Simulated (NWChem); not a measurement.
System: Si2H4SF2; SMILES [SiH3]S[SiH](F)F

The following NWChem deck was run.

```
start job
memory heap 200 mb stack 900 mb global 1100 mb
geometry units angstroms noautosym nocenter noautoz
  Si     0.705521     1.874104    -0.104822
  S     -1.147307     0.760140     0.110082
  Si    -0.366387    -1.198231     0.101286
  F      0.994098    -1.215556    -0.772208
  F      0.067264    -1.678774     1.576832
  H      1.733137     1.361294     0.843053
  H      1.205856     1.801339    -1.504501
  H      0.331856     3.273793     0.236884
  H     -1.335368    -2.167843    -0.442464
end
basis spherical
  * library def2-svp
end
dft
  xc m06-2x
  iterations 150
end
cosmo
  do_cosmo_smd true
  solvent cychexon
end
task dft energy
```

Parts of the log:

```
             Northwest Computational Chemistry Package (NWChem) 7.3.0
             --------------------------------------------------------

                             Geometry "geometry" -> ""
                             -------------------------

 Output coordinates in angstroms (scale by  1.889725989 to convert to a.u.)

  No.       Tag          Charge          X              Y              Z
 ---- ---------------- ---------- -------------- -------------- --------------
    1 Si                  14.0000     0.70552100     1.87410400    -0.10482200
    2 S                   16.0000    -1.14730700     0.76014000     0.11008200
    3 Si                  14.0000    -0.36638700    -1.19823100     0.10128600
    4 F                    9.0000     0.99409800    -1.21555600    -0.77220800
    5 F                    9.0000     0.06726400    -1.67877400     1.57683200
    6 H                    1.0000     1.73313700     1.36129400     0.84305300
    7 H                    1.0000     1.20585600     1.80133900    -1.50450100
    8 H                    1.0000     0.33185600     3.27379300     0.23688400
    9 H                    1.0000    -1.33536800    -2.16784300    -0.44246400

 Effective nuclear repulsion energy (a.u.)     380.0925942678

                                 NWChem DFT Module
                                 -----------------

 Summary of "ao basis" -> "ao basis" (spherical)
 ------------------------------------------------------------------------------
       Tag                 Description            Shells   Functions and Types
 ---------------- ------------------------------  ------  ---------------------
 Si                         def2-svp                 8       18   4s3p1d
 S                          def2-svp                 8       18   4s3p1d
 F                          def2-svp                 6       14   3s2p1d
 H                          def2-svp                 3        5   2s1p

 in cosmo_initialize ...
 calling solv_data for solv:cychexon

 solvent parameters
 solvname_short: cychexon
 solvname_long:  cyclohexanone
 dielec:       15.6190
 dielecinf:     2.1045
 nonaqueous SMD model solvent descriptors
 dielec:       15.6190
 sola:          0.0000
 solb:          0.5600
 solc:          0.0000
 solg:         49.7600
 solh:          0.0000
 soln:          1.4507

          ---------------
          -cosmo- solvent
          ---------------
 Cosmo: York-Karplus, doi: 10.1021/jp992097l
 dielectric constant -eps-     =  15.62
 screen = (eps-1)/(eps    )    =   0.93598
 surface charge correction     = lagrangian

   van der Waals surface
 --------------------------

 ---------- ATOMIC COORDINATES (A.U.) ------------ VDWR(ANG.) --
     1    1.33324137    3.54154303   -0.19808486     2.470
     2   -2.16809585    1.43645631    0.20802482     2.490
     3   -0.69237104   -2.26432826    0.19140279     2.470
     4    1.87857283   -2.29706776   -1.45926153     1.730
     5    0.12711053   -3.17242286    2.97978041     1.730
     6    3.27515403    2.57247265    1.59313916     1.200
     7    2.27873742    3.40403712   -2.84309464     1.200
     8    0.62711691    6.18657171    0.44764585     1.200
     9   -2.52347961   -4.09662926   -0.83613572     1.200
 number of segments per atom =        128
 number of   points per atom =        128
 atom (   nspa,  nppa )
 ----------------------
    1 (     79,     0 )       0
    2 (     68,     0 )       0
    3 (     61,     0 )       0
    4 (     59,     0 )       0
    5 (     65,     0 )       0
    6 (     36,     0 )       0
    7 (     31,     0 )       0
    8 (     32,     0 )       0
    9 (     36,     0 )       0
 number of -cosmo- surface points =      467
 molecular surface =    152.757 angstrom**2
 molecular volume  =    148.699 angstrom**3
 -lineq- algorithm             =   0
 -bem- low  level              =   3
 -bem- from -octahedral-
 gaussian surface charge width =   4.50000
 degree of switching           =   1.00000
 switching function tolerance  =   0.00010
 atomic radii =
 --------------
    1 14.000  2.470
    2 16.000  2.490
    3 14.000  2.470
    4  9.000  1.730
    5  9.000  1.730
    6  1.000  1.200
    7  1.000  1.200
    8  1.000  1.200
    9  1.000  1.200
 ...... end of -cosmo- initialization ......

[...]

                                COSMO-SMD solvation results
                                ---------------------------

             internal energy in gas <Psi(g)|H|Psi(g)> =     -1178.853240276980
         internal energy in solvent <Psi(s)|H|Psi(s)> =     -1178.852872303617
                               delta internal energy  =         0.000367973363 (    0.23 kcal/mol)
   total free energy in solvent <Psi(s)|H+V/2|Psi(s)> =     -1178.857258925844
 polarization energy contribution <Psi(s)|V/2|Psi(s)> =        -0.004386622227 (   -2.75 kcal/mol)
    total free energy in solvent including G(SMD-CDS) =     -1178.856918666390
                       G(SMD-CDS) energy contribution =         0.000340259454 (    0.21 kcal/mol)
     1 M fixed-concentration free energy of solvation =        -0.003678389411 (   -2.31 kcal/mol)

                       DFT Final Molecular Orbital Analysis
                       ------------------------------------

 Vector   31  Occ=2.000000D+00  E=-4.028738D-01
              MO Center= -5.5D-01,  6.7D-01,  6.3D-03, r^2= 4.5D+00
   Bfn.  Coefficient  Atom+Function         Bfn.  Coefficient  Atom+Function
  ----- ------------  ---------------      ----- ------------  ---------------
    29      0.277242  2 S  px                30      0.262511  2 S  py
    27      0.227193  2 S  py                26      0.221874  2 S  px
    98      0.205015  9 H  s                 93     -0.194389  8 H  s
     9     -0.191700  1 Si py                12     -0.159870  1 Si py
    45     -0.138990  3 Si py                99      0.133243  9 H  s

 Vector   32  Occ=2.000000D+00  E=-3.832556D-01
              MO Center= -4.9D-01,  9.0D-01,  1.4D-01, r^2= 3.8D+00
   Bfn.  Coefficient  Atom+Function         Bfn.  Coefficient  Atom+Function
  ----- ------------  ---------------      ----- ------------  ---------------
    29      0.407658  2 S  px                26      0.293054  2 S  px
    30     -0.206501  2 S  py                83     -0.184381  6 H  s
    21     -0.169930  2 S  s                 23      0.167882  2 S  px
    45      0.162739  3 Si py                93      0.163149  8 H  s
    27     -0.160974  2 S  py                 8     -0.156078  1 Si px

 Vector   33  Occ=2.000000D+00  E=-3.356839D-01
              MO Center= -7.6D-01,  7.7D-01,  3.2D-02, r^2= 2.7D+00
   Bfn.  Coefficient  Atom+Function         Bfn.  Coefficient  Atom+Function
  ----- ------------  ---------------      ----- ------------  ---------------
    31      0.594062  2 S  pz                28      0.405882  2 S  pz
    25      0.230534  2 S  pz                88      0.150386  7 H  s
    89      0.130864  7 H  s                 83     -0.115096  6 H  s
    84     -0.108101  6 H  s                 49      0.084097  3 Si pz
    10     -0.082786  1 Si pz                17      0.062453  1 Si d  1

 Vector   34  Occ=0.000000D+00  E= 3.301038D-02
              MO Center=  6.5D-02,  1.0D+00, -2.6D-03, r^2= 5.7D+00
   Bfn.  Coefficient  Atom+Function         Bfn.  Coefficient  Atom+Function
  ----- ------------  ---------------      ----- ------------  ---------------
    11      0.931552  1 Si px                22      0.865829  2 S  s
    29      0.508726  2 S  px                47      0.468505  3 Si px
    40     -0.443366  3 Si s                 12      0.336305  1 Si py
     3     -0.308771  1 Si s                 99      0.306678  9 H  s
     4     -0.304982  1 Si s                 49     -0.245956  3 Si pz

 Vector   35  Occ=0.000000D+00  E= 5.734215D-02
              MO Center=  3.1D-01,  7.3D-01, -1.1D-01, r^2= 5.5D+00
   Bfn.  Coefficient  Atom+Function         Bfn.  Coefficient  Atom+Function
  ----- ------------  ---------------      ----- ------------  ---------------
    12      0.973884  1 Si py                94     -0.820950  8 H  s
    47     -0.453135  3 Si px                29      0.388353  2 S  px
    84      0.378253  6 H  s                 49      0.353836  3 Si pz
    57      0.337132  4 F  s                 40     -0.246586  3 Si s
    13     -0.228189  1 Si pz                39      0.190352  3 Si s

 Vector   36  Occ=0.000000D+00  E= 6.605797D-02
              MO Center=  1.9D-01,  3.8D-01,  3.1D-01, r^2= 5.7D+00
   Bfn.  Coefficient  Atom+Function         Bfn.  Coefficient  Atom+Function
  ----- ------------  ---------------      ----- ------------  ---------------
    13      0.965511  1 Si pz                84     -0.676167  6 H  s
    89      0.604986  7 H  s                 49     -0.600386  3 Si pz
    94     -0.432586  8 H  s                 47     -0.405941  3 Si px
    71      0.401039  5 F  s                  3      0.346271  1 Si s
    40     -0.334320  3 Si s                  4      0.194688  1 Si s

     Multipole analysis of the density
     ---------------------------------

     L   x y z        total         alpha         beta         nuclear
     -   - - -        -----         -----         ----         -------
     0   0 0 0     -0.000000    -33.000000    -33.000000     66.000000

     1   1 0 0     -0.035651      1.986510      1.986510     -4.008670
     1   0 1 0      0.313232      0.303944      0.303944     -0.294656
     1   0 0 1     -0.330206     -7.805639     -7.805639     15.281073

     2   2 0 0    -38.485950    -99.940083    -99.940083    161.394217
     2   1 1 0      3.704817    -11.225750    -11.225750     26.156316
     2   1 0 1      0.577836     16.740027     16.740027    -32.902218
     2   0 2 0    -35.425455   -263.572053   -263.572053    491.718650
     2   0 1 1      1.040723     33.221721     33.221721    -65.402719
     2   0 0 2    -40.292010    -76.322112    -76.322112    112.352215
```

Level: M06-2X/def2-SVP, SMD on the gas-phase geometry. Geometry: optimised at PBE0/def2-SVP. Solvent: cyclohexanone.
